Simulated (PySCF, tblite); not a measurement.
Isomers of C5H9FN2Si. Calculated harmonic vibrations of the isolated species, GFN2-xTB (tblite), most abundant isotopes, no scaling. Against measured fundamentals such values can be off by several per cent, at times by over 20. Modes of hydrogen on silicon can be 10 to 20 % off. One conformer each.

Electronic energies: PBE0/pcSseg-1 single points on the GFN2-xTB geometries (PySCF, gas phase).

```csv
SMILES,"electronic energy, lowest = 0 (kJ/mol)"
Cc1c(CF)cnn1[SiH3],31.5
CCc1c(F)cnn1[SiH3],52.2
N#CC[C@@H]1C[Si@@H](CF)N1,71.1
C[SiH2]n1ncc(F)c1C,0.0
```

Question: How do GFN2-xTB zero-point energies change the relative energies?

Answer: 
```csv
SMILES,ZPE (kJ/mol),of it from modes above 1550 cm⁻¹,electronic (kJ/mol),"with ZPE, lowest = 0 (kJ/mol)",lowest mode (cm⁻¹),rings
C[SiH2]n1ncc(F)c1C,345.1,164.3,0.0,0.0,30,1
Cc1c(CF)cnn1[SiH3],341.4,159.0,31.5,27.8,41,1
CCc1c(F)cnn1[SiH3],343.7,160.1,52.2,50.9,54,1
N#CC[C@@H]1C[Si@@H](CF)N1,352.1,173.0,71.1,78.1,34,1
```

The zero-point energies span 10.7 kJ/mol, from `Cc1c(CF)cnn1[SiH3]` to `N#CC[C@@H]1C[Si@@H](CF)N1`. The order is unchanged.

Question: And how do the electronic energies of GFN2-xTB itself compare?

Answer: `C[SiH2]n1ncc(F)c1C` 26.0; `Cc1c(CF)cnn1[SiH3]` 0.0; `CCc1c(F)cnn1[SiH3]` 5.5; `N#CC[C@@H]1C[Si@@H](CF)N1` 197.7 kJ/mol, lowest = 0. Against the energies above, taken from the same isomer `C[SiH2]n1ncc(F)c1C`, the largest difference is 100.6 kJ/mol.

Question: What do entropy and thermal enthalpy add at 298.15 K and 1 bar (rigid rotor, harmonic oscillator, one conformer each)?

Answer: 
```tsv
SMILES	point group	symmetry number	S (J/(mol K))	H − H(0) (kJ/mol)	ZPE + H − H(0) − TS (kJ/mol)
C[SiH2]n1ncc(F)c1C	Cs	1	432.0	30.83	247.1
Cc1c(CF)cnn1[SiH3]	C1	1	431.1	30.37	243.2
CCc1c(F)cnn1[SiH3]	C1	1	417.8	29.52	248.7
N#CC[C@@H]1C[Si@@H](CF)N1	C1	1	432.9	30.25	253.3
```
